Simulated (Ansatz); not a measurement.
`C=CCCCCCCCCCC=C` with charge +1. The state is a doublet with charge 1. Geometry r2SCAN-D4/def2-SVP.

| atom | x (Å) | y (Å) | z (Å) |
| --- | --- | --- | --- |
| C1 | 5.047 | 1.589 | -3.830 |
| C2 | 4.492 | 0.418 | -3.385 |
| C3 | 3.260 | 0.286 | -2.583 |
| C4 | 2.499 | 1.556 | -2.223 |
| C5 | 1.241 | 1.295 | -1.390 |
| C6 | 1.518 | 0.782 | 0.022 |
| C7 | 0.286 | 0.700 | 0.921 |
| C8 | -0.770 | -0.310 | 0.456 |
| C9 | -1.940 | -0.418 | 1.427 |
| C10 | -3.004 | -1.409 | 0.957 |
| C11 | -4.216 | -1.453 | 1.912 |
| C12 | -3.918 | -2.011 | 3.242 |
| C13 | -4.272 | -1.440 | 4.435 |
| H14 | 5.971 | 1.583 | -4.415 |
| H15 | 4.587 | 2.559 | -3.621 |
| H16 | 5.003 | -0.520 | -3.642 |
| H17 | 3.537 | -0.287 | -1.669 |
| H18 | 2.599 | -0.441 | -3.106 |
| H19 | 2.212 | 2.078 | -3.152 |
| H20 | 3.166 | 2.244 | -1.671 |
| H21 | 0.666 | 2.236 | -1.321 |
| H22 | 0.591 | 0.586 | -1.937 |
| H23 | 2.004 | -0.213 | -0.017 |
| H24 | 2.256 | 1.451 | 0.505 |
| H25 | -0.181 | 1.700 | 0.998 |
| H26 | 0.606 | 0.434 | 1.944 |
| H27 | -1.151 | -0.020 | -0.541 |
| H28 | -0.302 | -1.304 | 0.328 |
| H29 | -2.396 | 0.580 | 1.565 |
| H30 | -1.576 | -0.723 | 2.427 |
| H31 | -3.365 | -1.132 | -0.048 |
| H32 | -2.571 | -2.421 | 0.865 |
| H33 | -4.958 | -2.135 | 1.438 |
| H34 | -4.702 | -0.466 | 1.993 |
| H35 | -3.379 | -2.970 | 3.265 |
| H36 | -4.030 | -1.917 | 5.388 |
| H37 | -4.811 | -0.486 | 4.465 |

At PBE-D4/def2-SVP the gap within one spin of the relaxed charge 1 doublet nearly closes, so an electron or hole may be smeared out by delocalisation error.

Problem. Estimate the α-spin orbital energies around the gap (eV) in Ansatz with PBE-D4/def2-SVP, PBE0-D4/def2-SVP.

Solution. 
```tsv
orbital	PBE-D4/def2-SVP	PBE0-D4/def2-SVP
HOMO−5	-10.79	-12.07
HOMO−4	-10.72	-12.01
HOMO−3	-10.54	-11.83
HOMO−2	-10.39	-11.66
HOMO−1	-10.26	-11.55
HOMO	-10.16	-11.38
LUMO	-5.02	-4.12
LUMO+1	-4.87	-3.99
LUMO+2	-2.05	-1.13
LUMO+3	-1.91	-1.01
LUMO+4	-1.75	-0.81
LUMO+5	-1.65	-0.72
β HOMO	-9.77	-10.08
β LUMO	-9.76	-9.74
```
